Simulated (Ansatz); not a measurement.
Q: Predict a relaxed structure of Cu2Sn (the lowest singlet isomer of a short search), charge 0, singlet, at PBE-D4/def2-TZVP (Ansatz).

A: 
```xyz
3

Cu    1.239   -0.635    0.451
Cu   -0.738   -0.497   -1.162
Sn   -0.501    1.132    0.711
```
Point group C2v (tolerance 0.1 Å). This is one stationary point.

In the def2 sets Sn takes a core potential; there is no spin–orbit coupling. The relaxation made no stability test and no search for a lower SCF solution. The structure comes from a short search, and lower isomers may exist.
